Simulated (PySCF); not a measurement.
A species of formula C3H10OS2Si has this rotational fingerprint, computed with PBE0/def2-SVPD in PySCF (dipole) on a GFN2-xTB geometry, gas phase:

```
Rotational constants : A = 3757, B = 572.8, C = 528.5 MHz
Dipole components    : |μa| = 3.14 D, |μb| = 1.56 D, |μc| = 0.29 D
Inertial defect      : -60.51 u·Å²
κ                    : -0.97
```

Task: Which candidate fits, each taken in the one conformer that was computed?
A. `[CH3:1][O:2][SiH2:3][S:4][CH2:5][CH2:6][SH:7]` with C1–O2–Si3–S4 -179°, O2–Si3–S4–C5 -48°, Si3–S4–C5–C6 -178°, S4–C5–C6–S7 71°, C5–C6–S7–H -59°
B. `[CH3:1][S:2][SiH2:3][O:4][CH2:5][CH2:6][SH:7]` with C1–S2–Si3–O4 -173°, S2–Si3–O4–C5 -47°, Si3–O4–C5–C6 165°, O4–C5–C6–S7 66°, C5–C6–S7–H -54°

Result: A. It is CO[SiH2]SCCS, a near-prolate asymmetric top, point group C1. The candidates at the same level (rigid rotor, commonest isotopes):

```json
{"SMILES": "CS[SiH2]OCCS", "A (MHz)": "5255", "B (MHz)": "506.9", "C (MHz)": "474.2", "μa (D)": "2.43", "μb (D)": "0.02", "μc (D)": "0.35", "Δ (u·Å²)": "-27.49", "point group": "C1", "rotor": "near-prolate asymmetric top"}
{"SMILES": "CO[SiH2]SCCS", "A (MHz)": "3757", "B (MHz)": "572.8", "C (MHz)": "528.5", "μa (D)": "3.14", "μb (D)": "1.56", "μc (D)": "0.29", "Δ (u·Å²)": "-60.51", "point group": "C1", "rotor": "near-prolate asymmetric top"}
```

`CS[SiH2]OCCS` has A 40 % too high. No structure here is proved a minimum.
